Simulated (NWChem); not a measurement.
Species: CH3BiCl2O; SMILES C[O][Bi]([Cl])[Cl]

```xyz
8

Bi    -0.1525     0.0007    -0.5244
Cl    -0.7429     1.8817     1.0069
Cl    -0.7500    -1.8793     1.0053
O      1.9233    -0.0037    -0.2095
C      2.4614    -0.0071     1.1028
H      2.1527    -0.9073     1.6824
H      3.5687    -0.0128     1.0108
H      2.1620     0.8957     1.6830
```
Atoms are numbered in this order, from 1.

All runs: NWChem. Medium grid unless said otherwise, to which SCAN and Minnesota functionals are sensitive. The geometry was optimised at PBE-D3(BJ)/def2-SVP. No frequency run checked for a minimum. def2 effective core potentials on Bi; no spin-orbit coupling.

### Question
What does the run give for MN15/def2-SVP? Quantities: highest occupied level (eV); orbital gap (eV); dipole (D).

### Answer
The highest occupied level (eV) is -8.74 and the orbital gap (eV) is 7.14. The dipole (D) comes out as 3.11.
